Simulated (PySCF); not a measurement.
Be(OH)(NMe2) (C₂H₇BeNO), SMILES [Be]([N](C)C)[OH].

Geometry optimised at PBE0-D3(BJ)/def2-SVP. The structure was generated by enumeration; whether it is a known compound was not checked. Other conformers were not sampled.

Level of theory: PySCF with ωB97X/def2-TZVP.

Symmetry labels are those of the subgroup Cs that the program uses (full group Cs).

Computed valence orbital energies around the gap with their symmetry:
```tsv
orbital	symmetry	energy (eV)
HOMO−7	A'	-15.10
HOMO−6	A"	-14.88
HOMO−5	A"	-13.24
HOMO−4	A"	-12.68
HOMO−3	A'	-12.06
HOMO−2	A'	-11.88
HOMO−1	A"	-11.56
HOMO	A'	-8.46
LUMO	A'	1.48
LUMO+1	A"	3.15
LUMO+2	A'	3.52
LUMO+3	A'	3.62
```
